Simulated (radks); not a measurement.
Results of a calculation; reference values are marked as such.
Q: These are the eigenvalues of the occupied orbitals of an atom or ion with whole-number occupations (eV). Code: a radial shooting solver on a logarithmic mesh with Libxc functionals. Model: non-relativistic Kohn-Sham, PBEsol, spin-polarised, spherical densities, point nucleus.

orbital  eigenvalue
1s up     -29193.45
1s down   -29193.40
2s up     -4369.832
2s down   -4369.810
2p up     -4097.271
2p down   -4097.246
3s up     -883.2230
3s down   -883.1654
3p up     -770.0232
3p down   -769.9666
3d up     -559.7175
3d down   -559.6706
4s up     -173.6811
4s down   -173.5116
4p up     -135.3456
4p down   -135.1397
4d up      -71.0906
4d down    -70.7043
5s up      -43.1746
5f up       -9.3614

Which element is it, and in what charge state? The configuration may be excited. Open shells, if any, are filled with parallel spins first.

A: Z = 51, antimony, charge +3: Sb3+ in [Kr] 4d10 5s1 5f1. The list shows which subshells hold electrons but not how many an open one holds; the 1s level, -1072.8 hartree, gives Z - s = 46.3 by -(Z - s)^2/2, which with screening narrows Z to a few neighbours, and the depths of the outer levels then fix element, charge and occupations together.
